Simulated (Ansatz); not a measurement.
Ansatz (a first-principles code) input:

Ansatz 0.2 input:
```yaml
crystal:
  periodic: [false, false, false]
  atoms:
    - {symbol: Si, position_ang: [-0.13540964, 0.67471027, 0.11778482]}
    - {symbol: C, position_ang: [-1.73867412, -0.12807988, -0.02969896]}
    - {symbol: C, position_ang: [1.25545895, -0.59116310, -0.22228003]}
    - {symbol: H, position_ang: [0.03123952, 1.73122896, -0.94392814]}
    - {symbol: H, position_ang: [0.52655794, 1.44249432, 1.27937896]}
    - {symbol: H, position_ang: [-1.87171376, -1.03268679, 0.58065472]}
    - {symbol: H, position_ang: [-2.59613625, 0.53582124, 0.15619653]}
    - {symbol: H, position_ang: [1.32425987, -1.32352506, 0.58098776]}
    - {symbol: H, position_ang: [1.06863231, -1.13738572, -1.14369254]}
    - {symbol: H, position_ang: [2.23231672, -0.11633970, -0.31392609]}
basis:
  gaussian:
    orbitals: def2-TZVP
hamiltonian:
  xc: b3lyp
  dispersion: d3bj
total_charge: -1
relax: {f_tol: 0.002, max_steps: 150}
```

Question: What final total energy does it print?

Answer: -369.97276 Eh (B3LYP-D3(BJ)/def2-TZVP). The basis has 141 functions.

It need not be the lowest isomer of its formula. Whether it binds its extra electron was not tested at this geometry.
